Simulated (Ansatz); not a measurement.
Geometry optimisation, RKS B3LYP-D4/def2-SVP (Ansatz 0.2.0).

The input (input.yaml):

```yaml
crystal:
  periodic: [false, false, false]
  atoms:
    - { symbol: Zn, position_ang: [-0.975545, -0.159809, -0.050092] }
    - { symbol: Br, position_ang: [2.275176, -0.95837, -1.668378] }
    - { symbol: O, position_ang: [-2.278948, -1.040226, -0.893477] }
    - { symbol: H, position_ang: [2.377058, 0.069475, -0.60723] }
    - { symbol: P, position_ang: [0.577617, 1.062791, 1.107823] }
    - { symbol: H, position_ang: [-1.986588, -1.713744, -1.522917] }
    - { symbol: H, position_ang: [-0.213388, 2.245145, 1.269123] }
    - { symbol: H, position_ang: [0.224717, 0.494638, 2.365047] }
basis:
  gaussian: { orbitals: def2-SVP }
hamiltonian:
  xc: b3lyp
  dispersion: d4
relax:
  f_tol: 0.03
  max_steps: 50
```

Run as:

```bash
$ ansatz run input.yaml --threads 2 --pin off --max-ram 3072MiB --backend cpu --events-out ev --progress --plain --runs-dir out
```

Q: Where does it end, and by what steps?

A: The forces met the threshold. The force dipped under the threshold on the way, but the program's further checks kept it going. After 7 steps the energy has fallen by 0.044 eV; Br2 moved furthest, 0.38 Å.

```tsv
step	energy less start (eV)	largest force component (eV/Å)	accepted
0	0.0000	0.644	yes
1	-0.0257	0.160	yes
2	-0.0369	0.145	yes
3	-0.0389	0.065	yes
4	-0.0419	0.078	yes
5	-0.0431	0.071	yes
6	-0.0444	0.013	yes
7	-0.0444	0.021	yes
```

```xyz
8
Properties=species:S:1:pos:R:3
Zn -0.838 -0.167 -0.037
Br 1.897 -1.028 -1.678
O -2.091 -1.106 -0.898
H 2.182 -0.041 -0.671
P 0.615 1.123 1.187
H -1.743 -1.618 -1.640
H -0.253 2.255 1.283
H 0.230 0.583 2.453
```

Whether the end is a true minimum wasn't checked by a vibrational analysis.

Time of the run: 22 s on 2 threads of Intel(R) Xeon(R) 6975P-C (Granite Rapids) (shared host), peak memory 0.32 GiB.
